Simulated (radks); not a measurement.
Q: All-electron atom: Pb3+ in [Xe] 4f14 5d10 6s1 (the NIST ground configuration). Method: Dirac Kohn-Sham, LDA (Slater exchange, Perdew-Wang correlation), spin-unpolarised, spherical densities, point nucleus; computed with a radial shooting solver on a logarithmic mesh with Libxc functionals. Some entries of the table are withheld. Estimate them.

orbital  occ.  eigenvalue (eV)  <r^2> (bohr^2)
1s1/2       2        -87941.76             (1)
2s1/2       2        -15740.73        0.005367
2p1/2       2              (2)        0.003777
2p3/2       4              (3)        0.004959
3s1/2       2        -3799.707         0.03480
3p1/2       2        -3519.408         0.03161
3p3/2       4        -3031.398         0.03796
3d3/2       4        -2569.622         0.02894
3d5/2       6        -2465.714         0.03066
4s1/2       2        -881.8077          0.1669
4p1/2       2        -760.5784          0.1692
4p3/2       4        -640.8590          0.2007
4d3/2       4        -443.1435             (4)
4d5/2       6        -420.8014             (5)
5s1/2       2        -172.8332          0.8159
4f5/2       6        -164.5456             (6)
4f7/2       8        -159.5091             (7)
5p1/2       2              (8)          0.9361
5p3/2       4              (9)           1.135
5d3/2       4         -51.2796           1.814
5d5/2       6         -48.5952           1.941
6s1/2       1         -37.9566           4.855

A: 
(1) 1s1/2 <r^2> (bohr^2): 0.0003575
(2) 2p1/2 eigenvalue (eV): -15120.30
(3) 2p3/2 eigenvalue (eV): -12932.64
(4) 4d3/2 <r^2> (bohr^2): 0.2085
(5) 4d5/2 <r^2> (bohr^2): 0.2194
(6) 4f5/2 <r^2> (bohr^2): 0.2434
(7) 4f7/2 <r^2> (bohr^2): 0.2503
(8) 5p1/2 eigenvalue (eV): -131.2996
(9) 5p3/2 eigenvalue (eV): -108.6782
